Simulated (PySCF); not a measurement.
PySCF 2.14 output of an unrestricted M06 calculation on a single atom or ion in aug-cc-pwCVDZ-PP with ECP60MDF, with a scalar-relativistic core potential:

```
SCF conv_tol = 1e-09
number electrons alpha = 10  beta = 9
    Y. Zhao and D. G. Truhlar.,  Theor. Chem. Acc. 120, 215 (2008)
    Y. Zhao and D. G. Truhlar.,  Theor. Chem. Acc. 120, 215 (2008)
cycle= 1 E= -119.450898435021  delta_E= -0.0142  |g|= 0.0641  |ddm|= 0.526
cycle= 2 E= -119.44794281825  delta_E= 0.00296  |g|= 0.112  |ddm|= 0.151
cycle= 3 E= -119.452926946534  delta_E= -0.00498  |g|= 0.00315  |ddm|= 0.0764
cycle= 4 E= -119.452936553281  delta_E= -9.61e-06  |g|= 0.00188  |ddm|= 0.0102
cycle= 5 E= -119.452938549341  delta_E= -2e-06  |g|= 0.000137  |ddm|= 0.00313
cycle= 6 E= -119.45293857039  delta_E= -2.1e-08  |g|= 1.86e-05  |ddm|= 0.000608
cycle= 7 E= -119.452938570916  delta_E= -5.25e-10  |g|= 2.6e-06  |ddm|= 0.000117
converged SCF energy = -119.452938570916  <S^2> = 0.7538465  2S+1 = 2.0038428
```

The run itself started from symmetry-adapted Hartree-Fock orbitals and held the occupation by maximum overlap, on a logarithmic radial grid, so the iterations belong to that start.

Question: Which element, charge and spin multiplicity is this?

Answer: Pt⁻ (platinum, charge -1), multiplicity 2; the state was [Xe] 4f14 5d9 6s2, 2D determinant.

Energies and moments cover only the electrons outside the core potential. Spin-orbit coupling, absent here, splits the open shell strongly. The outer electron is barely bound at this level, so radii and moments hang on the diffuse functions.
